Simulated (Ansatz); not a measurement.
`O=C(S)[SeH]` + H₂Te → `O=C(S)[TeH]` + H₂Se at 700 K and 1 bar (substitution at a C–Se bond).

Calculated with Ansatz (gas phase, PBE0-D4/def2-TZVP geometries, no zero-point term in ΔE). CCSD(T)/CBS adds triple-zeta CCSD(T) − MP2 to the extrapolated MP2 energy (def2 sets, frozen cores). def2 core potentials past Kr. For Se, Te outer-core shells are correlated without core-valence functions, which leaves a few kJ/mol of doubt a bond. Scalar relativity is left out up to krypton. One conformer a species, not always the lowest.

```tsv
species	CCSD(T)/CBS energy (Eh)	H − E (kJ/mol)	S (J/(mol·K))
`O=C(S)[SeH]`	-2912.89215	124.3	401.6
H₂Te	-268.91024	57.2	261.6
`O=C(S)[TeH]`	-779.90875	121.9	413.1
H₂Se	-2401.89790	61.1	251.1
```

H − E and S are ideal-gas, rigid-rotor, harmonic terms from PBE0-D4/def2-TZVP, for one conformer and one mirror image of each species. 1 Eh = 2625.50 kJ/mol, R = 8.31446 J/(mol·K).

By hand: ΔE, ΔH, ΔS and ΔG.

ΔE = (-779.90875) + (-2401.89790) − (-2912.89215) − (-268.91024) = -0.00426 Eh = -11.2 kJ/mol. Δ(H − E) = 121.9 + 61.1 − 124.3 − 57.2 = 1.5, so ΔH = -9.7 kJ/mol. ΔS = 413.1 + 251.1 − 401.6 − 261.6 = 1.0 J/(mol·K). ΔG = -9.7 − 700 × (1.0)/1000 = -10.4 kJ/mol.

By hand: the equilibrium constant, and the temperature at which ΔG would vanish if ΔH and ΔS stayed fixed.

log₁₀ K = −ΔG/(RT ln 10) = 0.8. ΔH and −TΔS have one sign here, so there is no such temperature. One of them is within its doubt of zero, so this could turn.

The number of gas molecules stays the same, so ΔS is small and ΔH decides. A doubt of 5 kJ/mol in ΔE shifts log₁₀ K by 0.4 here. Other conformers and mirror images would add mixing entropy, several J/(mol·K) or more a flexible species. These are equilibria of isolated gas molecules and say nothing of rates. Largest T1 diagnostic: 0.016 (customary marks: 0.02 for closed shells, 0.045 for open ones).
